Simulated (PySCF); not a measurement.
Vertical excitations of a molecule C5H10Si from TDA-B3LYP/def2-SVPD (PySCF), as energy in eV (oscillator strength): 5.81 (0.062), 6.27 (0.050), 6.68 (0.003), 6.89 (0.075), 6.97 (0.014), 7.09 (0.665). Lowest triplet (TDA): 4.18 eV. The structure is a stationary point at B3LYP-D3(BJ)/def2-SVP. The values are those of a single conformer.

Task: Pick the molecule that these values belong to.
A) C=C[SiH2]/C=C/C
B) C[Si]1(C)C=CC1
C) C[Si@@H]1C=CCC1
D) C=C=C([SiH3])CC

Result: A, C=C[SiH2]/C=C/C
